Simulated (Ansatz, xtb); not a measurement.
# A geometry optimisation of GaH3SiTe with r2SCAN-D4/def2-SVP

The starting geometry of this gas-phase triplet was built from a drawn formula by distance geometry and a force field; its bonds are those of `[Ga][SiH2][TeH]`.

```yaml
atoms:
  - { symbol: Ga, position_ang: [-2.1085, 2.1808, 0.3777] }
  - { symbol: Si, position_ang: [-0.8712, 0.2440, 0.9867] }
  - { symbol: Te, position_ang: [1.4763, 0.8112, 1.3977] }
  - { symbol: H, position_ang: [-1.0264, -0.7838, -0.0767] }
  - { symbol: H, position_ang: [-1.4668, -0.3233, 2.2045] }
  - { symbol: H, position_ang: [1.8746, -0.8836, 1.7519] }
```

Q: Predict what it relaxes into with r2SCAN-D4/def2-SVP.

A: It keeps its bonds, and is `[Ga][SiH2][TeH]`.

The energy falls by 0.26 eV over 27 steps:

```tsv
step	E − E(last) (eV)
1	0.260
4	0.128
7	0.109
10	0.058
13	0.046
15	0.044
18	0.037
21	0.030
24	0.005
27	0.000
```

Final geometry (Å):

```yaml
atoms:
  - { symbol: Ga, position_ang: [-1.6237, 2.0246, -0.1786] }
  - { symbol: Si, position_ang: [-0.9566, 0.1261, 1.2318] }
  - { symbol: Te, position_ang: [1.3787, 0.0706, 2.2128] }
  - { symbol: H, position_ang: [-1.1815, -0.9728, 0.2361] }
  - { symbol: H, position_ang: [-1.8039, -0.0967, 2.4451] }
  - { symbol: H, position_ang: [2.0650, 0.0935, 0.6947] }
```

From the same start GFN2-xTB ends elsewhere, differing in Ga1–Si2 (2.96 against 2.46 Å here), Ga1–Te3 (3.06 against 4.31 Å here), Te3–H6 (2.72 against 1.67 Å here).

No frequencies were run, so the end isn't proven a minimum. Open shells are spin-unrestricted. The triplet needn't be the ground state. Atoms past krypton carry core potentials, without spin–orbit terms. Run with Ansatz 0.2.0, 4.7 min on 2 threads of Arm Neoverse V2, on a shared host.
